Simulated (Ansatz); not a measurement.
Ansatz (an electronic-structure program) input (B3LYP-D3(BJ)/def2-TZVP):

Ansatz 0.2 input:
```yaml
crystal:
  periodic: [false, false, false]
  atoms:
    - {symbol: Sc, position_ang: [0.37429855, -0.23741291, 0.33589731]}
    - {symbol: Cl, position_ang: [1.28332585, 0.51471529, -1.63496339]}
    - {symbol: Cl, position_ang: [-1.74569464, -0.22144053, 1.22003142]}
basis:
  gaussian:
    orbitals: def2-TZVP
hamiltonian:
  xc: b3lyp
  dispersion: d3bj
magnetization: {spin_polarized: true, initial_magnetization: 1}
phonons: {temperatures: {t_min: 298.15, t_max: 298.15, t_step: 100}}
```

Output:

```
Functional definition: B3LYP
integrals: 0.07 GiB planned
959 factors; integrals over basis functions are off by at most 2.0e-4 eV
mean field: 0.79 GiB planned
mean field evaluation 1: about -45749.3211 eV, gradient 1.7e1 eV
mean field evaluation 2: about -45749.0741 eV, gradient 2.0e1 eV
mean field evaluation 4: about -45750.8477 eV, gradient 1.8e0 eV
mean field evaluation 8: about -45750.8824 eV, gradient 1.9e-1 eV
mean field evaluation 16: about -45750.8972 eV, gradient 1.8e-2 eV
mean field evaluation 32: about -45750.8972 eV, gradient 2.1e-6 eV
mean field -45750.89722141 eV, -1681.3144618149 hartree, gradient 2.0e-6 eV, S^2 0.751393; 4 other end points of the search recorded, 0 dependent functions left out
the calculation of the forces begins
reference -45750.89745782 eV, -1681.3144705029 hartree; 28, 27 occupied and 91, 92 virtual orbitals, 959 factors
these checks for a lower state are left out or cut short: stability, starts, cluster_reference, orbital_swaps, neighbouring_geometries, increment
integrals: 0.07 GiB planned
959 factors; integrals over basis functions are off by at most 2.0e-4 eV
mean field: 0.79 GiB planned
mean field -45750.89719864 eV, -1681.3144609782 hartree, gradient 1.9e-6 eV, S^2 0.751393; 0 other end points of the search recorded, 0 dependent functions left out
the calculation of the forces begins
reference -45750.89743506 eV, -1681.3144696664 hartree; 28, 27 occupied and 91, 92 virtual orbitals, 959 factors
these checks for a lower state are left out or cut short: stability, starts, cluster_reference, orbital_swaps, neighbouring_geometries, increment
integrals: 0.07 GiB planned
959 factors; integrals over basis functions are off by at most 2.1e-4 eV
mean field: 0.79 GiB planned
mean field -45750.89719310 eV, -1681.3144607745 hartree, gradient 2.4e-6 eV, S^2 0.751392; 0 other end points of the search recorded, 0 dependent functions left out
the calculation of the forces begins
reference -45750.89742951 eV, -1681.3144694623 hartree; 28, 27 occupied and 91, 92 virtual orbitals, 959 factors
these checks for a lower state are left out or cut short: stability, starts, cluster_reference, orbital_swaps, neighbouring_geometries, increment
integrals: 0.07 GiB planned
959 factors; integrals over basis functions are off by at most 2.0e-4 eV
mean field: 0.79 GiB planned
mean field evaluation 64: about -45750.8972 eV, gradient 4.7e-2 eV
mean field -45750.89722704 eV, -1681.3144620216 hartree, gradient 2.5e-6 eV, S^2 0.751394; 0 other end points of the search recorded, 0 dependent functions left out
the calculation of the forces begins
reference -45750.89746347 eV, -1681.3144707103 hartree; 28, 27 occupied and 91, 92 virtual orbitals, 959 factors
these checks for a lower state are left out or cut short: stability, starts, cluster_reference, orbital_swaps, neighbouring_geometries, increment
integrals: 0.07 GiB planned
959 factors; integrals over basis functions are off by at most 2.1e-4 eV
mean field: 0.79 GiB planned
mean field -45750.89715191 eV, -1681.3144592607 hartree, gradient 3.0e-6 eV, S^2 0.751392; 0 other end points of the search recorded, 0 dependent functions left out
the calculation of the forces begins
reference -45750.89738830 eV, -1681.3144679480 hartree; 28, 27 occupied and 91, 92 virtual orbitals, 959 factors
these checks for a lower state are left out or cut short: stability, starts, cluster_reference, orbital_swaps, neighbouring_geometries, increment
integrals: 0.07 GiB planned
959 factors; integrals over basis functions are off by at most 2.0e-4 eV
mean field: 0.79 GiB planned
mean field -45750.89724420 eV, -1681.3144626523 hartree, gradient 1.6e-6 eV, S^2 0.751393; 0 other end points of the search recorded, 0 dependent functions left out
the calculation of the forces begins
reference -45750.89748062 eV, -1681.3144713407 hartree; 28, 27 occupied and 91, 92 virtual orbitals, 959 factors
these checks for a lower state are left out or cut short: stability, starts, cluster_reference, orbital_swaps, neighbouring_geometries, increment
integrals: 0.07 GiB planned
959 factors; integrals over basis functions are off by at most 2.0e-4 eV
mean field: 0.79 GiB planned
mean field -45750.89719266 eV, -1681.3144607585 hartree, gradient 2.0e-6 eV, S^2 0.751393; 0 other end points of the search recorded, 0 dependent functions left out
the calculation of the forces begins
reference -45750.89742907 eV, -1681.3144694461 hartree; 28, 27 occupied and 91, 92 virtual orbitals, 959 factors
Total energy: -45751.04013166 eV, -1681.3197136697 hartree
Atom 0 at     0.374299    -0.237413     0.335897 Å, force    -0.000161     0.000102    -0.000145 eV/Å
Atom 1 at     1.283326     0.514715    -1.634963 Å, force    -0.000556    -0.000206     0.000673 eV/Å
Atom 2 at    -1.745695    -0.221441     1.220031 Å, force     0.000717     0.000104    -0.000528 eV/Å
Dipole moment:     0.515856    -0.327201     0.462932 e Å
Vibrations: 64.05 349.65 456.00 cm⁻¹, zero-point energy 0.053915 eV
```

The spin state was set by rule; other spins were not relaxed.
